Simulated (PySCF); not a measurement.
C4H4F2, SMILES C=C/C(F)=C/F.

Geometry: PBE-D3(BJ)/def2-SVP. One conformer was computed; it need not be the lowest.

Computed with PySCF 2.14.0 with PBE-D3(BJ)/def2-SVP.

Harmonic, unscaled wavenumbers; measured fundamentals usually lie a few per cent lower.

Computed normal modes with their intensities:
| mode | ν (cm⁻¹) | IR (km/mol) | moving atoms (share of kinetic energy) |
|---|---|---|---|
| 1 | 130 | 0.0 | C 51 %, F 29 %, H 20 % |
| 2 | 188 | 0.8 | F 51 %, C 34 %, H 15 % |
| 3 | 273 | 1.1 | F 71 %, C 20 %, H 9 % |
| 4 | 285 | 0.2 | C 46 %, H 40 %, F 14 % |
| 5 | 462 | 4.6 | C 51 %, F 35 %, H 14 % |
| 6 | 505 | 3.4 | C 53 %, H 36 %, F 11 % |
| 7 | 642 | 12.1 | C 57 %, H 24 %, F 19 % |
| 8 | 700 | 1.1 | C 55 %, H 44 % |
| 9 | 757 | 23.4 | H 68 %, C 31 % |
| 10 | 878 | 29.1 | C 49 %, F 35 %, H 16 % |
| 11 | 882 | 36.0 | H 71 %, C 29 % |
| 12 | 971 | 15.1 | H 91 %, C 9 % |
| 13 | 1004 | 18.7 | H 62 %, C 27 %, F 10 % |
| 14 | 1168 | 156.0 | C 57 %, F 32 %, H 11 % |
| 15 | 1204 | 27.8 | H 73 %, C 21 % |
| 16 | 1270 | 9.3 | H 65 %, C 34 % |
| 17 | 1340 | 39.6 | H 55 %, C 40 % |
| 18 | 1397 | 23.0 | H 53 %, C 43 % |
| 19 | 1636 | 11.3 | C 89 %, H 11 % |
| 20 | 1704 | 78.6 | C 93 % |
| 21 | 3093 | 0.6 | H 95 % |
| 22 | 3106 | 2.0 | H 91 %, C 9 % |
| 23 | 3145 | 7.2 | H 91 %, C 9 % |
| 24 | 3198 | 1.6 | H 89 %, C 11 % |
